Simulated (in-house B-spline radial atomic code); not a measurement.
Configurations of the manganese ion Mn⁺, with energies counted from [Ar] 3d5 4s1. Method: non-relativistic TPSSh, spin-polarised, spherical fractional occupations, exact exchange averaged over the configuration, point nucleus. Calculated with an all-electron radial atomic-structure program (B-spline basis). Shells without spins written out take the highest spin.

Occupations are held fixed; configurations that lie above the ionisation limit could autoionise.

```json
{"configuration": "[Ar] 3d6", "E - E(ref) (eV)": "1.6408", "highest orbital": "3d down", "its <r> (bohr)": "1.393"}
{"configuration": "[Ar] 3d5 5s1", "E - E(ref) (eV)": "8.9988", "highest orbital": "5s up", "its <r> (bohr)": "6.309"}
{"configuration": "[Ar] 3d4 4s1 4p1", "E - E(ref) (eV)": "11.138", "highest orbital": "4p up", "its <r> (bohr)": "3.122"}
{"configuration": "[Ne] 3s2 3p5 3d5 4s1 4p1", "E - E(ref) (eV)": "53.614", "highest orbital": "4p up", "its <r> (bohr)": "3.095"}
{"configuration": "[Ne] 3s2 3p5 3d5 4s1 5s1", "E - E(ref) (eV)": "59.42", "highest orbital": "5s up", "its <r> (bohr)": "5.994"}
```

Problem. Order these further configurations by energy, lowest first.
A. [Ar] 3d5 5d1
B. [Ne] 3s2 3p5 3d5 4s1 5d1
C. [Ar] 3d4 4s1 4f1
D. [Ar] 3d4 4s1 5p1
E. [Ar] 3d5 4f1

Solution. E (12.16 eV), A (12.202 eV), D (18.286 eV), C (20.371 eV), B (62.776 eV).

Problem. How far above the reference does [Ne] 3s2 3p5 3d5 4s2 lie?

Solution. 50.637 eV; its least bound orbital is 4s down with <r> = 2.783 bohr.
